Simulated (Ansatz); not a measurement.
Ansatz (a program for electronic structure) input file for ClF3H2OSi2, SMILES F[Si](F)(F)O[SiH2]Cl, PBE0-D3(BJ)/def2-SVP. 

Ansatz 0.2 input:
```yaml
crystal:
  periodic: [false, false, false]
  atoms:
    - {symbol: Si, position_ang: [1.13866280, -0.51277701, 0.60380822]}
    - {symbol: F, position_ang: [1.32792752, -2.04851461, 0.89832489]}
    - {symbol: F, position_ang: [1.91711751, -0.18075011, -0.72593247]}
    - {symbol: F, position_ang: [1.82651027, 0.29974551, 1.76589594]}
    - {symbol: O, position_ang: [-0.39513881, -0.16476669, 0.51151798]}
    - {symbol: Si, position_ang: [-1.83230680, 0.44901414, 0.02128954]}
    - {symbol: Cl, position_ang: [-1.64441775, 1.10176119, -1.84365147]}
    - {symbol: H, position_ang: [-2.72618601, -0.69448287, 0.10747748]}
    - {symbol: H, position_ang: [-2.09058378, 1.54102921, 0.94648994]}
basis:
  gaussian:
    orbitals: def2-SVP
hamiltonian:
  xc: pbe0
  dispersion: d3bj
relax: {f_tol: 0.002, max_steps: 200}
```

Log of the run:

```
[...]
the calculation of the forces begins
reference -38479.33455968 eV, -1414.0894628385 hartree; 41, 41 occupied and 79, 79 virtual orbitals, 1165 factors
relax step  34: F+E_penalty+E_count = -38479.53843676 eV  Δ(F+E_penalty+E_count) = +2.305e-5 eV  max|allowed force component| = 1.101e-1 eV/Å  Δτ_max = 0.0265 Å  (29 SCF iters, rejected (line search))
these checks for a lower state are left out or cut short: starts, cluster_reference, orbital_swaps, neighbouring_geometries, increment
integrals: 0.07 GiB planned
1165 factors; integrals over basis functions are off by at most 3.9e-4 eV
mean field: 0.67 GiB planned
mean field -38479.33534530 eV, -1414.0894917096 hartree, gradient 6.9e-6 eV, S^2 0.000000; 0 other end points of the search recorded, 0 dependent functions left out
the calculation of the forces begins
reference -38479.33537114 eV, -1414.0894926592 hartree; 41, 41 occupied and 79, 79 virtual orbitals, 1165 factors
relax step  35: F+E_penalty+E_count = -38479.53890766 eV  Δ(F+E_penalty+E_count) = -4.479e-4 eV  max|allowed force component| = 2.561e-2 eV/Å  Δτ_max = 0.0127 Å  (28 SCF iters, accepted)
these checks for a lower state are left out or cut short: starts, cluster_reference, orbital_swaps, neighbouring_geometries, increment
integrals: 0.07 GiB planned
1165 factors; integrals over basis functions are off by at most 3.9e-4 eV
mean field: 0.67 GiB planned
mean field -38479.33522150 eV, -1414.0894871598 hartree, gradient 7.6e-6 eV, S^2 0.000000; 0 other end points of the search recorded, 0 dependent functions left out
the calculation of the forces begins
reference -38479.33524713 eV, -1414.0894881017 hartree; 41, 41 occupied and 79, 79 virtual orbitals, 1165 factors
relax step  36: F+E_penalty+E_count = -38479.53959410 eV  Δ(F+E_penalty+E_count) = -6.864e-4 eV  max|allowed force component| = 6.461e-2 eV/Å  Δτ_max = 0.0731 Å  (28 SCF iters, accepted)
these checks for a lower state are left out or cut short: starts, cluster_reference, orbital_swaps, neighbouring_geometries, increment
integrals: 0.07 GiB planned
1165 factors; integrals over basis functions are off by at most 3.8e-4 eV
mean field: 0.67 GiB planned
mean field -38479.33507219 eV, -1414.0894816729 hartree, gradient 6.5e-6 eV, S^2 0.000000; 0 other end points of the search recorded, 0 dependent functions left out
the calculation of the forces begins
reference -38479.33509777 eV, -1414.0894826128 hartree; 41, 41 occupied and 79, 79 virtual orbitals, 1165 factors
relax step  37: F+E_penalty+E_count = -38479.53983566 eV  Δ(F+E_penalty+E_count) = -2.416e-4 eV  max|allowed force component| = 1.142e-1 eV/Å  Δτ_max = 0.0408 Å  (27 SCF iters, accepted)
these checks for a lower state are left out or cut short: starts, cluster_reference, orbital_swaps, neighbouring_geometries, increment
integrals: 0.07 GiB planned
1165 factors; integrals over basis functions are off by at most 3.8e-4 eV
mean field: 0.67 GiB planned
mean field evaluation 256: about -38479.3358 eV, gradient 6.7e-6 eV
mean field -38479.33581820 eV, -1414.0895090882 hartree, gradient 6.6e-6 eV, S^2 0.000000; 0 other end points of the search recorded, 0 dependent functions left out
the calculation of the forces begins
reference -38479.33584381 eV, -1414.0895100295 hartree; 41, 41 occupied and 79, 79 virtual orbitals, 1165 factors
relax step  38: F+E_penalty+E_count = -38479.54038080 eV  Δ(F+E_penalty+E_count) = -5.451e-4 eV  max|allowed force component| = 7.011e-2 eV/Å  Δτ_max = 0.0092 Å  (25 SCF iters, accepted)
these checks for a lower state are left out or cut short: starts, cluster_reference, orbital_swaps, neighbouring_geometries, increment
integrals: 0.07 GiB planned
1165 factors; integrals over basis functions are off by at most 3.8e-4 eV
mean field: 0.67 GiB planned
mean field -38479.33637699 eV, -1414.0895296233 hartree, gradient 3.0e-5 eV, S^2 0.000000; 0 other end points of the search recorded, 0 dependent functions left out
the calculation of the forces begins
reference -38479.33640260 eV, -1414.0895305647 hartree; 41, 41 occupied and 79, 79 virtual orbitals, 1165 factors
relax step  39: F+E_penalty+E_count = -38479.54090677 eV  Δ(F+E_penalty+E_count) = -5.260e-4 eV  max|allowed force component| = 4.011e-3 eV/Å  Δτ_max = 0.0230 Å  (23 SCF iters, accepted)
these checks for a lower state are left out or cut short: starts, cluster_reference, orbital_swaps, neighbouring_geometries, increment
integrals: 0.07 GiB planned
1165 factors; integrals over basis functions are off by at most 3.8e-4 eV
mean field: 0.67 GiB planned
mean field -38479.33669642 eV, -1414.0895413624 hartree, gradient 2.8e-5 eV, S^2 0.000000; 0 other end points of the search recorded, 0 dependent functions left out
the calculation of the forces begins
reference -38479.33672201 eV, -1414.0895423026 hartree; 41, 41 occupied and 79, 79 virtual orbitals, 1165 factors
relax step  40: F+E_penalty+E_count = -38479.54122630 eV  Δ(F+E_penalty+E_count) = -3.195e-4 eV  max|allowed force component| = 2.475e-2 eV/Å  Δτ_max = 0.0424 Å  (23 SCF iters, accepted)
these checks for a lower state are left out or cut short: starts, cluster_reference, orbital_swaps, neighbouring_geometries, increment
integrals: 0.07 GiB planned
1165 factors; integrals over basis functions are off by at most 3.8e-4 eV
mean field: 0.67 GiB planned
mean field -38479.33678307 eV, -1414.0895445465 hartree, gradient 3.1e-5 eV, S^2 0.000000; 0 other end points of the search recorded, 0 dependent functions left out
the calculation of the forces begins
reference -38479.33680861 eV, -1414.0895454853 hartree; 41, 41 occupied and 79, 79 virtual orbitals, 1165 factors
relax step  41: F+E_penalty+E_count = -38479.54130275 eV  Δ(F+E_penalty+E_count) = -7.645e-5 eV  max|allowed force component| = 4.734e-2 eV/Å  Δτ_max = 0.0515 Å  (23 SCF iters, accepted)
these checks for a lower state are left out or cut short: starts, cluster_reference, orbital_swaps, neighbouring_geometries, increment
integrals: 0.07 GiB planned
1165 factors; integrals over basis functions are off by at most 3.8e-4 eV
mean field: 0.67 GiB planned
mean field -38479.33686653 eV, -1414.0895476135 hartree, gradient 1.4e-5 eV, S^2 0.000000; 0 other end points of the search recorded, 0 dependent functions left out
the calculation of the forces begins
reference -38479.33689209 eV, -1414.0895485528 hartree; 41, 41 occupied and 79, 79 virtual orbitals, 1165 factors
relax step  42: F+E_penalty+E_count = -38479.54137942 eV  Δ(F+E_penalty+E_count) = -7.666e-5 eV  max|allowed force component| = 2.875e-2 eV/Å  Δτ_max = 0.0062 Å  (22 SCF iters, accepted)
these checks for a lower state are left out or cut short: starts, cluster_reference, orbital_swaps, neighbouring_geometries, increment
integrals: 0.07 GiB planned
1165 factors; integrals over basis functions are off by at most 3.8e-4 eV
mean field: 0.67 GiB planned
mean field -38479.33691757 eV, -1414.0895494892 hartree, gradient 1.2e-5 eV, S^2 0.000000; 0 other end points of the search recorded, 0 dependent functions left out
the calculation of the forces begins
reference -38479.33694314 eV, -1414.0895504289 hartree; 41, 41 occupied and 79, 79 virtual orbitals, 1165 factors
relax step  43: F+E_penalty+E_count = -38479.54138734 eV  Δ(F+E_penalty+E_count) = -7.928e-6 eV  max|allowed force component| = 7.124e-3 eV/Å  Δτ_max = 0.0061 Å  (22 SCF iters, accepted)
these checks for a lower state are left out or cut short: starts, cluster_reference, orbital_swaps, neighbouring_geometries, increment
integrals: 0.07 GiB planned
1165 factors; integrals over basis functions are off by at most 3.8e-4 eV
mean field: 0.67 GiB planned
mean field evaluation 288: about -38479.3369 eV, gradient 4.3e-4 eV
mean field -38479.33692215 eV, -1414.0895496576 hartree, gradient 1.2e-5 eV, S^2 0.000000; 0 other end points of the search recorded, 0 dependent functions left out
the calculation of the forces begins
reference -38479.33694771 eV, -1414.0895505971 hartree; 41, 41 occupied and 79, 79 virtual orbitals, 1165 factors
relax step  44: F+E_penalty+E_count = -38479.54139954 eV  Δ(F+E_penalty+E_count) = -1.220e-5 eV  max|allowed force component| = 3.153e-3 eV/Å  Δτ_max = 0.0066 Å  (21 SCF iters, accepted)
these checks for a lower state are left out or cut short: starts, cluster_reference, orbital_swaps, neighbouring_geometries, increment
integrals: 0.07 GiB planned
1165 factors; integrals over basis functions are off by at most 3.7e-4 eV
mean field: 0.67 GiB planned
mean field -38479.33693329 eV, -1414.0895500669 hartree, gradient 8.4e-5 eV, S^2 0.000000; 0 other end points of the search recorded, 0 dependent functions left out
the calculation of the forces begins
reference -38479.33695885 eV, -1414.0895510065 hartree; 41, 41 occupied and 79, 79 virtual orbitals, 1165 factors
relax step  45: F+E_penalty+E_count = -38479.54140005 eV  Δ(F+E_penalty+E_count) = -5.056e-7 eV  max|allowed force component| = 4.765e-3 eV/Å  Δτ_max = 0.0029 Å  (18 SCF iters, accepted)
these checks for a lower state are left out or cut short: starts, cluster_reference, orbital_swaps, neighbouring_geometries, increment
integrals: 0.07 GiB planned
1165 factors; integrals over basis functions are off by at most 3.7e-4 eV
mean field: 0.68 GiB planned
mean field -38479.33693986 eV, -1414.0895503086 hartree, gradient 2.2e-5 eV, S^2 0.000000; 0 other end points of the search recorded, 0 dependent functions left out
the calculation of the forces begins
reference -38479.33696543 eV, -1414.0895512482 hartree; 41, 41 occupied and 79, 79 virtual orbitals, 1165 factors
relax step  46: F+E_penalty+E_count = -38479.54140239 eV  Δ(F+E_penalty+E_count) = -2.337e-6 eV  max|allowed force component| = 2.305e-3 eV/Å  Δτ_max = 0.0006 Å  (17 SCF iters, accepted)
these checks for a lower state are left out or cut short: starts, cluster_reference, orbital_swaps, neighbouring_geometries, increment
integrals: 0.07 GiB planned
1165 factors; integrals over basis functions are off by at most 3.7e-4 eV
mean field: 0.68 GiB planned
mean field -38479.33701880 eV, -1414.0895532095 hartree, gradient 7.9e-5 eV, S^2 0.000000; 0 other end points of the search recorded, 0 dependent functions left out
the calculation of the forces begins
reference -38479.33704438 eV, -1414.0895541494 hartree; 41, 41 occupied and 79, 79 virtual orbitals, 1165 factors
relax step  47: F+E_penalty+E_count = -38479.54140634 eV  Δ(F+E_penalty+E_count) = -3.951e-6 eV  max|allowed force component| = 8.815e-4 eV/Å  Δτ_max = 0.0026 Å  (18 SCF iters, accepted)
integrals: 0.07 GiB planned
1165 factors; integrals over basis functions are off by at most 3.7e-4 eV
mean field: 0.68 GiB planned
mean field -38479.33701880 eV, -1414.0895532095 hartree, gradient 7.9e-5 eV, S^2 0.000000; 1 other end points of the search recorded, 0 dependent functions left out
the calculation of the forces begins
reference -38479.33704438 eV, -1414.0895541494 hartree; 41, 41 occupied and 79, 79 virtual orbitals, 1165 factors
Total energy: -38479.54143192 eV, -1414.0970652529 hartree
Atom 0 at     1.138841    -0.584373     0.545588 Å, force     0.000164     0.000881    -0.000459 eV/Å
Atom 1 at     1.563249    -1.734011     1.561192 Å, force    -0.000323    -0.000139     0.000268 eV/Å
Atom 2 at     1.763757    -0.922519    -0.879341 Å, force    -0.000157    -0.000169    -0.000055 eV/Å
Atom 3 at     1.768484     0.789936     1.050488 Å, force     0.000180    -0.000349     0.000156 eV/Å
Atom 4 at    -0.469458    -0.492839     0.472332 Å, force     0.000643    -0.000515     0.000296 eV/Å
Atom 5 at    -1.817778     0.391646     0.080049 Å, force    -0.000422     0.000730    -0.000246 eV/Å
Atom 6 at    -1.311977     1.767214    -1.362448 Å, force    -0.000224    -0.000089     0.000144 eV/Å
Atom 7 at    -2.828531    -0.540500    -0.468121 Å, force     0.000056    -0.000432    -0.000252 eV/Å
Atom 8 at    -2.285001     1.115703     1.285480 Å, force     0.000082     0.000082     0.000148 eV/Å
Dipole moment:    -0.443340    -0.011457     0.096174 e Å
```

The run converged.

Cost: about 6 core-minutes (a rough figure).
